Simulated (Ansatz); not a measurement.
Consider the homolysis of the Br–Si bond: `O[Si](F)(Br)O[SiH3]` → Br• + `O[Si](F)O[SiH3]`•.

Computed with Ansatz on PBE0-D4/def2-TZVP structures; ΔE is electronic, products minus reactants. CCSD(T)/CBS is the MP2 limit (def2-TZVPP, def2-QZVPP) plus CCSD(T) − MP2 in def2-TZVPP, frozen cores. DFT in def2-TZVPP. B3LYP here is the variant with VWN-RPA as its local correlation; programs differ in this. No spin–orbit coupling; open shells (•) take unrestricted orbitals. Spin–orbit coupling would lower the free atoms: clearly for Br. For Br outer-core shells are correlated without core-valence functions, so the limit isn't a true one: a few kJ/mol of doubt a bond, and 10 to 20 or more in all where bonds break to atoms. Scalar relativity is left out up to krypton. Each species was taken in one conformer, which may not be the lowest.

```csv
level,ΔE (kJ/mol),difference from CCSD(T)/CBS
B3LYP-D4,419.5,-30.9
ωB97X-V,438.7,-11.7
PBE,416.4,-34.0
r2SCAN,426.3,-24.1
PBE0,422.2,-28.2
B3LYP,403.3,-47.1
HF/def2-TZVPP,327.6,-122.8
CCSD(T)/def2-TZVPP,431.1,-19.3
SCS-MP2/def2-QZVPP,446.3,-4.1
HF/CBS(def2),325.6,-124.8
CCSD(T)/CBS,450.4,0
```

Largest T1 diagnostic among the species: 0.014.

In def2-TZVPP, CCSD(T) changes the Hartree–Fock value by +103.4 kJ/mol (the triples alone add +8.9 kJ/mol) and MP2 by +119.6 kJ/mol; breaking electron pairs costs correlation energy, which Hartree–Fock lacks. The D4 term adds +16.2 kJ/mol with B3LYP and +8.7 kJ/mol with PBE0; it sums over pairs of atoms, weighted by their polarisabilities, and B3LYP, whose exchange is more repulsive, gets the larger term. From PBE to PBE0 (25 % exact exchange), in def2-TZVPP and without D4, ΔE moves by +5.8 kJ/mol.

CCSD(T)/CBS has its own doubt, a few kJ/mol and more with outer-core shells, so smaller differences from it don't rank the levels.
